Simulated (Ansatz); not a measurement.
`O=C[SiH2]F`, charge 0, multiplicity 1.

Task: Give a relaxed structure at PBE0-D4/def2-TZVP (Ansatz 0.2.0). (An estimate is asked.)

Result: Ansatz gave: 
Cartesian coordinates in Å:
```
O -1.673 0.637 0.924
C -0.807 -0.191 0.787
Si 0.545 0.133 -0.534
F 1.586 -1.081 -0.550
H -0.808 -1.110 1.417
H -0.104 0.231 -1.861
H 1.261 1.380 -0.183
```
Point group Cs.
